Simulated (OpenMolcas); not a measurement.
# OpenMolcas run: Bi

Input:

```
&GATEWAY
Coord
1

Bi 0.0 0.0 0.0
Basis=ANO-R2
Group=XYZ
NoMove
AngMom=0.0 0.0 0.0
AMFI
&SEWARD
* reference wave functions (RASSCF and RASSI steps not shown): 5 electrons in 9 orbitals (RAS2 6s 6p; RAS3 6d, at most 2 electrons)
>>> COPY JOB001 $Project.JobIph
&CASPT2
Multistate=1 1
Frozen=15 19
IPEA=0.25
Imaginary=0.1
MaxIter=60
WThr=0.0 0.3 0.05
PrWF=0.5
NoMix
>>> COPY JOB002 $Project.JobIph
&CASPT2
Multistate=8 1 2 3 4 5 6 7 8
Frozen=15 19
IPEA=0.25
Imaginary=0.1
MaxIter=60
WThr=0.0 0.3 0.05
PrWF=0.5
NoMix
```

Launched by
```bash
OMP_NUM_THREADS=1 MOLCAS_MEM=1689 MOLCAS_PROJECT=a pymolcas a.inp > a.log  # once for each step of the input, in one work folder
```

Output, cut to the results:

```
--- CASPT2 ---
Orbital specifications:
      -----------------------

      Symmetry species                           1   2
                                                ag  au
      Frozen orbitals                           15  19
      Inactive orbitals                          5   0
      Active orbitals                            6   3
      Secondary orbitals                        16  20
      Deleted orbitals                           0   0
      Number of basis functions                 42  42
Type of calculation                        SS-CASPT2
      Fock operator                              state-specific
      IPEA shift                                 0.25
      Real shift                                 0.00
      Imaginary shift                            0.10
      The input orbitals will be transformed to quasi-canonical
Reference energy:      -21529.5042317660
      E2 (Non-variational):      -0.4415189780
      Shift correction:          -0.0002037365
      E2 (Variational):          -0.4417227146
      Total energy:          -21529.9459544806
      Residual norm:              0.0000009653
      Reference weight:           0.92442
      Contributions to the CASPT2 correlation energy
      Active & Virtual Only:         -0.0191298295
      One Inactive Excited:          -0.1306624849
      Two Inactive Excited:          -0.2917266636
::    CASPT2 Root  1     Total energy: -21529.94595448
--- CASPT2 ---
Orbital specifications:
      -----------------------

      Symmetry species                           1   2
                                                ag  au
      Frozen orbitals                           15  19
      Inactive orbitals                          5   0
      Active orbitals                            6   3
      Secondary orbitals                        16  20
      Deleted orbitals                           0   0
      Number of basis functions                 42  42
Type of calculation                        MS-CASPT2
      Fock operator                              state-specific
      IPEA shift                                 0.25
      Real shift                                 0.00
      Imaginary shift                            0.10
      The input orbitals will be transformed to quasi-canonical
Reference energy:      -21529.4488902489
      E2 (Non-variational):      -0.4464006048
      Shift correction:          -0.0002244989
      E2 (Variational):          -0.4466251038
      Total energy:          -21529.8955153526
      Residual norm:              0.0000001142
      Reference weight:           0.92213
      Contributions to the CASPT2 correlation energy
      Active & Virtual Only:         -0.0235734403
      One Inactive Excited:          -0.1310585383
      Two Inactive Excited:          -0.2917686263
Reference energy:      -21529.4488902488
      E2 (Non-variational):      -0.4464043946
      Shift correction:          -0.0002241681
      E2 (Variational):          -0.4466285627
      Total energy:          -21529.8955188115
      Residual norm:              0.0000001124
      Reference weight:           0.92214
      Contributions to the CASPT2 correlation energy
      Active & Virtual Only:         -0.0235614191
      One Inactive Excited:          -0.1310742825
      Two Inactive Excited:          -0.2917686930
::    CASPT2 Root  1     Total energy: -21529.89551535
::    CASPT2 Root  2     Total energy: -21529.89551881
::    CASPT2 Root  3     Total energy: -21529.89551618
::    CASPT2 Root  4     Total energy: -21529.89551109
::    CASPT2 Root  5     Total energy: -21529.89551419
::    CASPT2 Root  6     Total energy: -21529.86424337
::    CASPT2 Root  7     Total energy: -21529.86424343
::    CASPT2 Root  8     Total energy: -21529.86424346
::    MS-CASPT2 Root  1     Total energy: -21529.89558870
::    MS-CASPT2 Root  2     Total energy: -21529.89554211
::    MS-CASPT2 Root  3     Total energy: -21529.89552376
::    MS-CASPT2 Root  4     Total energy: -21529.89548286
::    MS-CASPT2 Root  5     Total energy: -21529.89543820
::    MS-CASPT2 Root  6     Total energy: -21529.86424346
::    MS-CASPT2 Root  7     Total energy: -21529.86424343
::    MS-CASPT2 Root  8     Total energy: -21529.86424337
```

Levels above the lowest, from the spin-orbit matrix with the single-state CASPT2 energies, averaged by term, on its diagonal:

| Configuration | Term | J | E (cm-1) | Measured (cm-1) | g | Term weight % |
| --- | --- | --- | --- | --- | --- | --- |
| 6s2 6p3 | 4S* | 3/2 | 0.0 | 0.0 | 1.780 | 73 |
| 6s2 6p3 | 2D* | 3/2 | 11319 | 11419 | 1.113 | 67 |
| 6s2 6p3 | 2D* | 5/2 | 15544 | 15438 | 1.200 | 100 |
| 6s2 6p3 | 2P* | 1/2 | 22451 | 21661 | 0.666 | 100 |
| 6s2 6p3 | 2P* | 3/2 | 31074 | 33165 | 1.244 | 67 |

Against the 4 measured excited levels shown (NIST Handbook of Basic Atomic Spectroscopic Data) the mean absolute deviation is 770 cm-1; the largest miss in energy is 6s2 6p3 2P* 3/2 [67 %]: computed 31074, measured 33165 cm-1 (-6.3 %).

Active for correlation alone: 6d; no level in the range computed is led by a configuration that fills it, so any true level of that kind is missing. Spin-orbit splittings of 6p shells tend to come out small when the coupling is added on scalar orbitals. Measured partners are found by configuration, term and J. A level has none where our copy of the source lacks it or the pairing is in doubt (some pairs that miss far off the trend of their configuration count as doubtful), and it then counts in no deviation. Levels of configurations outside the active space are missing. The first state left out of the spin-orbit step lies near 71000 cm-1 above the lowest spin-free state of the reference (among the parities and spins computed), and the list stops at four fifths of that energy or lower.

The term weight is that of the spin-free term in the level, not the purity of its configuration. A share in square brackets marks a mixed level and gives the weight of the term that names it. * marks odd parity.
